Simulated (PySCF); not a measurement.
Neon: a sound run and one with changed settings

Sound run: Ne²⁺ [He] 2s2 2p4, Ne³⁺ [He] 2s2 2p3. Computed with PySCF 2.14 in x2c-TZVPall, with scalar relativity by spin-free X2C-1e. In the sound run the correlated levels freeze 1s2. The sound run starts from symmetry-adapted Hartree-Fock orbitals and uses a fine grid where one is needed.

Changed run: initial guess sap, at most 50 SCF cycles.

| species | method | sound run (hartree) | changed run (hartree) | converged |
| --- | --- | --- | --- | --- |
| Ne²⁺ | UHF | -126.51367 | -126.51367 | yes |
| Ne²⁺ | LDA | -126.02522 | -126.02522 | yes |
| Ne²⁺ | CCSD(T) | -126.67015 | -126.67015 | yes |
| Ne³⁺ | PBE0 | -124.36842 | -124.36842 | yes |
| Ne³⁺ | MP2 | -124.33884 | -124.33884 | yes |

Here the plain start reaches the same solutions.
